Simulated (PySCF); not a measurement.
This script is equivalent to a calculation on Kr (krypton, neutral).

```python
from pyscf import gto, scf, dft, mp, cc
import basis_set_exchange as bse
mol = gto.M(atom="Kr 0 0 0", charge=0, spin=0, symmetry="D2h",
            basis=gto.basis.parse(bse.get_basis("jorge-DZP-DKH", elements=["Kr"], fmt="nwchem", header=False)),
            nucmod="G")
mf = scf.UHF(mol).sfx2c1e()
mf.irrep_nelec = {'Ag': (6, 6), 'B1g': (1, 1), 'B2g': (1, 1), 'B3g': (1, 1), 'B1u': (3, 3), 'B2u': (3, 3), 'B3u': (3, 3)}
mf.kernel()
```

Q: What total energy does it give?

A: -2788.01286 hartree (calculated).

Q: Which occupied shell lies highest, and where?

A: 4p, at -14.071 eV.
